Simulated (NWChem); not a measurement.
**Basis-set convergence for ClFPb**

```xyz
3

Pb    -0.3666    -0.1717     0.0000
F      0.9913    -1.7290     0.0000
Cl     1.2436     1.7435     0.0000
```
Charge 0, spin multiplicity 1.

All runs are NWChem calculations. All single points use one geometry, from B3LYP/def2-SVP with def2 effective core potentials on Pb, a minimum by its harmonic frequencies.

Quantity: dipole moment at the level PBE0.

Effective core potentials replace the inner electrons of Pb; spin-orbit coupling is left out. The structure started from a generated list of species.

| basis | functions | dipole moment (D) |
|---|---|---|
| def2-SVP | 58 | [?] |
| def2-SVPD | 82 | [?] |
| def2-TZVP | 118 | 4.97 |
| def2-TZVPP | 123 | 4.97 |
| def2-TZVPD | 142 | 4.97 |
| def2-QZVP | 209 | 4.96 |

Q: Fill in the missing entries.

A: 
- def2-SVP, dipole moment (D): 4.73
- def2-SVPD, dipole moment (D): 5.08
